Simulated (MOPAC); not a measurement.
MOPAC input (PM6):

```
PM6 FORCE THERMO(298,298) PRECISE LET CHARGE=-1 GEO-OK AUX(PRECISION=9) THREADS=1
C2HClF3

C    -0.73259948 1   -0.05891339 1   -0.60157155 1
C     0.61792951 1   -0.16295434 1   -0.23921301 1
F     1.51326831 1    0.71836773 1   -0.81034138 1
F     1.28642814 1   -1.32840490 1   -0.55399548 1
F     0.93679466 1   -0.03389706 1    1.07162753 1
Cl   -1.88733735 1    0.22788888 1    0.63902350 1
H    -1.09774127 1   -0.14400115 1   -1.58969669 1
```

Output:

```
 *******************************************************************************
 **                                                                           **
 **                              MOPAC v23.2.5                                **
 **                                                                           **
 *******************************************************************************
 ** MOPAC's Digital Object Identifier: https://doi.org/10.5281/zenodo.6511958 **
 **                                                                           **
 ** Please cite the open-source release paper for use of this MOPAC version:  **
 ** J. E. Moussa and J. J. P. Stewart (2026)                                  **
 ** MOPAC: An open-source semiempirical molecular orbital program             **
 ** J. Open Source Softw., 11(119), 8025, https://doi.org/10.21105/joss.08025 **
 *******************************************************************************

                              PM6 CALCULATION RESULTS

 *******************************************************************************
 *  PM6        - The PM6 Hamiltonian to be used
 *  GEO-OK     - OVERRIDE INTERATOMIC DISTANCE AND OTHER SAFETY CHECKS
 *
 *
 *
 *                 CHARGE ON SYSTEM = -1
 *
 *
 *
 *  LET        - OVERRIDE SOME SAFETY CHECKS
 *  PRECISE    - TIGHTER CRITERIA TO BE USED
 *  FORCE      - FORCE CALCULATION SPECIFIED
 *  AUX        - OUTPUT AUXILIARY INFORMATION
 *  THERMO     - THERMODYNAMIC QUANTITIES TO BE CALCULATED
 *******************************************************************************
PM6 FORCE THERMO(298,298) PRECISE LET CHARGE=-1 GEO-OK AUX(PRECISION=9) THREADS=1
 C2HClF3

   ATOM   CHEMICAL          X               Y               Z
  NUMBER   SYMBOL      (ANGSTROMS)     (ANGSTROMS)     (ANGSTROMS)

     1       C         -0.73259948  *  -0.05891339  *  -0.60157155  *
     2       C          0.61792951  *  -0.16295434  *  -0.23921301  *
     3       F          1.51326831  *   0.71836773  *  -0.81034138  *
     4       F          1.28642814  *  -1.32840490  *  -0.55399548  *
     5       F          0.93679466  *  -0.03389706  *   1.07162753  *
     6      Cl         -1.88733735  *   0.22788888  *   0.63902350  *
     7       H         -1.09774127  *  -0.14400115  *  -1.58969669  *

          CARTESIAN COORDINATES

    NO.       ATOM           X           Y           Z

     1         C         -0.7326     -0.0589     -0.6016
     2         C          0.6179     -0.1630     -0.2392
     3         F          1.5133      0.7184     -0.8103
     4         F          1.2864     -1.3284     -0.5540
     5         F          0.9368     -0.0339      1.0716
     6        Cl         -1.8873      0.2279      0.6390
     7         H         -1.0977     -0.1440     -1.5897

 General Reference for PM6:
 "Optimization of Parameters for Semiempirical Methods V: Modification of NDDO Approximations
 and Application to 70 Elements", J. J. P. Stewart, J. Mol. Mod., 13, 1173-1213 (2007)
[...]
 REDUCED MASS        3.0294         C 2 -- F 5          +9.7% ( 49.9%)     84.1%
 EFFECTIVE MASS     15.7283
 FORCE CONSTANT      1.8035

 VIBRATION         11    5A"         ATOM PAIR     ENERGY CONTRIBUTION    RADIAL
 FREQUENCY          1057.65         C 2 -- F 4         +26.7% ( 87.1%)     75.1%
 TRANSITION DIPOLE   6.6852         C 2 -- F 3         +26.7% ( 87.1%)     75.3%
 TRAVEL (Ang.)       0.0974         C 1 -- C 2         +19.5% ( 74.4%)      0.0%
 REDUCED MASS        6.7265         C 2 -- F 5         +18.6% ( 72.6%)      0.0%
 EFFECTIVE MASS     13.6859
 FORCE CONSTANT      4.4332

 VIBRATION         12    7A'         ATOM PAIR     ENERGY CONTRIBUTION    RADIAL
 FREQUENCY          1130.91         C 2 -- F 5         +22.9% ( 72.2%)     77.0%
 TRANSITION DIPOLE   1.6565         C 1 -- H 7         +19.0% ( 65.7%)      0.1%
 TRAVEL (Ang.)       0.1565         C 2 -- F 3         +17.8% ( 63.7%)     53.3%
 REDUCED MASS        2.4338         C 2 -- F 4         +17.8% ( 63.7%)     53.8%
 EFFECTIVE MASS      9.2303         C 1 -- C 2         +14.5% ( 57.4%)      0.9%
 FORCE CONSTANT      1.8340

 VIBRATION         13    8A'         ATOM PAIR     ENERGY CONTRIBUTION    RADIAL
 FREQUENCY          1248.65         C 1 -- H 7         +30.6% ( 73.5%)      0.1%
 TRANSITION DIPOLE   1.3431         C 2 -- F 5         +20.2% ( 59.8%)     90.6%
 TRAVEL (Ang.)       0.1769         C 1 -- C 2         +15.8% ( 52.9%)      5.9%
 REDUCED MASS        1.7262         C 2 -- F 3         +13.4% ( 48.6%)     26.2%
 EFFECTIVE MASS      6.6101         C 2 -- F 4         +13.4% ( 48.6%)     26.6%
 FORCE CONSTANT      1.5857

 VIBRATION         14    9A'         ATOM PAIR     ENERGY CONTRIBUTION    RADIAL
 FREQUENCY          1536.53         C 1 -- C 2         +34.9% ( 97.0%)     99.9%
 TRANSITION DIPOLE   6.1498         C 2 -- F 5         +17.7% ( 69.0%)     45.8%
 TRAVEL (Ang.)       0.0851         C 2 -- F 3         +16.5% ( 66.7%)     23.2%
 REDUCED MASS        6.0642         C 2 -- F 4         +16.5% ( 66.7%)     23.0%
 EFFECTIVE MASS     12.2530
 FORCE CONSTANT      8.4354

 VIBRATION         15   10A'         ATOM PAIR     ENERGY CONTRIBUTION    RADIAL
 FREQUENCY          2832.11         C 1 -- H 7         +98.4% ( 99.9%)    100.0%
 TRANSITION DIPOLE   0.8129         C 1 -- Cl6          +0.8% (  9.2%)     16.2%
 TRAVEL (Ang.)       0.1599         C 1 -- C 2          +0.8% (  8.9%)     30.1%
 REDUCED MASS        0.9314
 EFFECTIVE MASS      1.3681
 FORCE CONSTANT      4.4017

      SYMMETRY NUMBER FOR POINT-GROUP Cs  =  1

          SYSTEM IS A GROUND STATE

 C2HClF3

          MOLECULE IS NOT LINEAR

          THERE ARE 15 GENUINE VIBRATIONS IN THIS SYSTEM
          THIS THERMODYNAMICS CALCULATION IS LIMITED TO
          MOLECULES WHICH HAVE NO INTERNAL ROTATIONS

                    CALCULATED THERMODYNAMIC PROPERTIES
                                          *
   TEMP. (K)   PARTITION FUNCTION   H.O.F.    ENTHALPY  HEAT CAPACITY ENTROPY
                                   KCAL/MOL   CAL/MOLE    CAL/K/MOL  CAL/K/MOL

 298.00  VIB.     0.4094D+02                  1993.0047    13.4941    14.0648
         ROT.     0.2085D+06                   888.2803     2.9808    27.3199
         INT.     0.8538D+07                  2881.2850    16.4749    41.3847
         TRA.     0.1231D+28                  1480.4672     4.9680    40.1959
         TOT.                     -198.612    4361.7522    21.4429    81.5806

   *: NOTE: HEATS OF FORMATION ARE RELATIVE TO THE
            ELEMENTS IN THEIR STANDARD STATE AT 298K
              (=  Standard Enthalpy of Formation).

            Hvib:  Zero-point energy is not included.
                   frequencies of less than zero cm-1 are not included.
            Hrot = (3/2)RT
            Htra = (3/2)RT + pV = (5/2)RT

            Heat capacity is Cp, not Cv

          For more information, see: HTTP://OpenMOPAC.net/Manual/thermochemistry.html

           FORCE CONSTANT IN CARTESIAN COORDINATES (Millidynes/A)

    ATOM   CHEMICAL       X               Y               Z
   NUMBER   SYMBOL  FORCE CONSTANT  FORCE CONSTANT  FORCE CONSTANT

      1       C        9.734240        2.344864        4.633387
      2       C       11.473028        6.307160        7.068123
      3       F        1.650046        5.430490        1.000257
      4       F        1.652342        2.055733        4.372719
      5       F        2.143855        2.372355        4.764154
      6      Cl        1.558691        0.946236        2.483533
      7       H        2.039578        0.956315        2.392864

 **********************
 *                    *
 * JOB ENDED NORMALLY *
 *                    *
 **********************

 == MOPAC DONE ==
```

The dipole moment of an ion depends on the origin.
